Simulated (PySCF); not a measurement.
## Relaxation of triplet HfH₂

Level of theory: PySCF, UPBE0, basis Hf def2-TZVP with ECP60, H def2-TZVP (scalar-relativistic core potentials, no spin–orbit coupling, density fitting). A (50,194) grid was used.

A hand-made side-on start, of C2v symmetry, held to at least that symmetry:

```xyz
3
charge 0 multiplicity 3, angstrom
Hf    0.0000    0.0000   -0.0203
H     0.4200    0.0000    1.8089
H    -0.4200    0.0000    1.8089
```

(1) What does it relax to?

(2) How much energy is released, and in how many steps?

## Answers

(1) It ends at C2v with Hf–H 2.093 Å (×2), H–H 0.802 Å; H–Hf–H 22.1°, H–H–Hf 79.0° (×2). A frequency run shows a minimum.

(2) 13.4 kJ/mol in 6 steps.

Other spin states or occupations of the open shell can lie lower. At this level a broken-symmetry Ms = 0 minimum of C2v symmetry lies 117 kJ/mol below this structure. No spin–orbit coupling is included, which matters more the heavier the element.

The relaxation took about 14 core-seconds on a shared host.
